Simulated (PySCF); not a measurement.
Computed NMR parameters against published values

Geometry:
| atom | x (Å) | y (Å) | z (Å) |
| --- | --- | --- | --- |
| Si1 | 2.150 | 0.995 | 0.886 |
| Si2 | 1.276 | -0.870 | -0.169 |
| Si3 | -0.998 | -1.216 | 0.182 |
| Si4 | -2.357 | 0.549 | -0.436 |
| H5 | 3.575 | 1.225 | 0.642 |
| H6 | 1.989 | 0.919 | 2.341 |
| H7 | 1.456 | 2.213 | 0.456 |
| H8 | 1.513 | -0.760 | -1.619 |
| H9 | 2.059 | -2.060 | 0.200 |
| H10 | -1.210 | -1.513 | 1.610 |
| H11 | -1.455 | -2.450 | -0.478 |
| H12 | -1.987 | 1.771 | 0.284 |
| H13 | -2.230 | 0.856 | -1.863 |
| H14 | -3.784 | 0.341 | -0.186 |

[PySCF: structure optimised with GFN2-xTB; σ from GIAO-PBE0/pcSseg-1; no solvent model; non-relativistic; single conformer; one averaged value for each set of equivalent atoms]

Reference values: measured (C. Corminboeuf, T. Heine, J. Weber, Chem. Phys. Lett. 357 (2002) 1).
```json
{"atoms": "Si1/Si4", "quantity": "δ ²⁹Si vs TMS", "reference": "-97.8", "computed": "-117.1", "computed, scaled": "-103.3"}
{"atoms": "Si2/Si3", "quantity": "δ ²⁹Si vs TMS", "reference": "-111.1", "computed": "-127.6", "computed, scaled": "-111.9"}
```

Computed shifts are σ(ref) − σ with the named reference compound (TMS for H and C) calculated as an isolated molecule at the same level. The measured values may be among those fitted. Shieldings were converted by a linear fit to measured shifts: ²⁹Si: δ = 279.94 − 0.822σ (rms 8.9 ppm, 72 shifts, 25.8 ppm with the 6 outliers that the fit left out vs TMS, solution or neat liquid). Occasional misses reach two or three times the rms, and more in compound classes unlike the fitted ones.

How far are the unscaled ²⁹Si shifts from the references?

## Answers

Mean signed difference -17.90 ppm, mean absolute 17.90 ppm over 2 comparisons; the largest is -19.3 ppm at Si1/Si4 (silicon bonded to Si, 3 H).
